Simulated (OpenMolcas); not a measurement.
3d⁵ along the 23-electron sequence

```json
{
 "Program": "OpenMolcas 26.06",
 "Method": "XMS-CASPT2, IPEA 0.25 Eh, imaginary shift 0.1 Eh",
 "Basis": "ANO-RCC-VTZP",
 "Scalar Hamiltonian": "DKH2, point nucleus",
 "Spin-orbit coupling": "state interaction with AMFI integrals over the reference wave functions, term energies averaged over their components"
}
```

Active space for each ion: 5 electrons in 5 orbitals (3d); closed shells correlated by CASPT2: 3s 3p.

Computed levels in cm-1 above ⁶S_5/2:

```tsv
Level	Cr+	Mn2+	Fe3+	Co4+	Ni5+	Cu6+
⁴G_5/2	21090	27820	33240	38920	43240	47750
⁴G_7/2	21100	27830	33270	38980	43320	47870
⁴G_11/2	21100	27840	33280	39000	43350	47920
⁴G_9/2	21110	27840	33290	39010	43370	47950
⁴P_5/2	22340	30060	36430	42740	47310	52280
⁴P_3/2	22360	30090	36500	42870	47500	52590
⁴P_1/2	22380	30130	36580	43030	47720	52940
⁴D_7/2	25340	33390	39960	46700	51890	57300
⁴D_1/2	25370	33430	40050	46850	52110	57660
weight of ⁶S in the lowest level (%)	100	100	100	100	100	100
```

Measured, with the error of the calculation in %. Measured levels: Cr+ from NIST Handbook of Basic Atomic Spectroscopic Data; Mn2+ from Corliss and Sugar, J. Phys. Chem. Ref. Data 6, 1253 (1977); Fe3+ from Corliss and Sugar, J. Phys. Chem. Ref. Data 11, 135 (1982); Co4+ from Sugar and Corliss, J. Phys. Chem. Ref. Data 10, 1097 (1981); Ni5+ from Corliss and Sugar, J. Phys. Chem. Ref. Data 10, 197 (1981); Cu6+ from the list in Gamrath, thesis, University of Mons (2023).

| Level | Cr+ | Mn2+ | Fe3+ | Co4+ | Ni5+ | Cu6+ |
| --- | --- | --- | --- | --- | --- | --- |
| ⁴G_5/2 | 20512 (+2.8) |  |  |  |  |  |
| ⁴G_7/2 | 20518 (+2.8) | 26860 (+3.6) |  |  |  |  |
| ⁴G_11/2 | 20512 (+2.9) | 26824 (+3.8) | 32246 (+3.2) | 37218 (+4.8) | 41921 (+3.4) |  |
| ⁴G_9/2 | 20519 (+2.9) |  |  |  |  |  |
| ⁴P_5/2 | 21823 (+2.4) | 29168 (+3.0) | 35254 (+3.3) | 40753 (+4.9) | 45884 (+3.1) | 50732 (+3.1) |
| ⁴P_3/2 | 21824 (+2.4) |  | 35333 (+3.3) | 40891 (+4.9) | 46104 (+3.0) | 51067 (+3.0) |
| ⁴P_1/2 | 21824 (+2.5) |  | 35407 (+3.3) | 41024 (+4.9) | 46325 (+3.0) | 51407 (+3.0) |
| ⁴D_7/2 |  | 32307 (+3.4) | 38779 (+3.1) | 44709 (+4.5) | 50331 (+3.1) | 55742 (+2.8) |
| ⁴D_1/2 |  | 32369 (+3.3) | 38897 (+3.0) | 44908 (+4.3) |  | 56210 (+2.6) |

⁴G_5/2 changes by a factor of 2.26 over the same range, with steps per unit of Z of +6730, +5420, +5680, +4320, +4510 cm-1.

Term energies are means over components that CASPT2 splits; among the terms shown or strongly mixed into the levels shown the widest spread is 1500 cm-1 (3d⁵ ⁴G, Cr+). Some high roots are left out of the spin-orbit mixing, which shifts the levels that they would mix with (holds for Cr+). The CASPT2 spread within a term exceeds the gap to the next term for 3d⁵ ⁴G and 3d⁵ ⁴P, so the order of their levels is uncertain, and so are names and mixing where such terms share a J (holds for Cr+). Measured partners are found by configuration, term and J. A level has none where our copy of the source lacks it or the pairing is in doubt (some pairs that miss far off the trend of their configuration count as doubtful), and it then counts in no deviation. Only configurations of the active space appear.
